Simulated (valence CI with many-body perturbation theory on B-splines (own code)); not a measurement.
**Sensitivity of CI+MBPT for Ne⁵⁺**

Calculated by relativistic CI+MBPT: three valence electrons over a frozen Dirac-Fock core [He], radial functions for each j: 6 s, 6 p, 5 d, 3 f, 1 g, with the one-electron correlation potential Σ1, the two-electron term Σ2, the three-electron term Σ3, Breit, model QED; selected CI, second order for the rest, scaled by the run's own slope (own B-spline code, finite nucleus).

Set against measurement, 13 paired levels are off by 262 cm⁻¹ on average, the worst by 486. These come from a selection out of NIST levels in Podobedova, Fuhr, Reader and Wiese, J. Phys. Chem. Ref. Data 33, 525 (2004). Levels without a partner in it may be off by more.

The reference run has the lowest level 2s²2p ²P°_1/2 and an ionisation energy of 157.905 eV. Its largest variational space holds 4687 state functions.

Reference levels: 2s²2p ²P°_3/2 1305, 2s2p² ⁴P_1/2 100021, 2s2p² ⁴P_3/2 100466, 2s2p² ⁴P_5/2 101113, 2s2p² ²D_5/2 179203, 2s2p² ²D_3/2 179233, 2s2p² ²S_1/2 231339, 2s2p² ²P_1/2 249655, 2s2p² ²P_3/2 250467, 2p³ ⁴S°_3/2 321454, 2p³ ²D°_5/2 359726, 2p³ ²D°_3/2 359795 cm⁻¹.

(1) Rank these changes by the mean size of the shift of these levels, smallest first.
A. screening of Σ1 on → off
B. correlating orbitals by l 3 3 3 2 1 → 4 4 0 0 0; size limit of the variational space 10000 → 3000; second order for the rest on → off
C. three-electron term on → off
D. scale of Σ1 1 → 2

Results:

(1) A (5.8 cm⁻¹), C (120 cm⁻¹), D (940 cm⁻¹), B (3400 cm⁻¹).
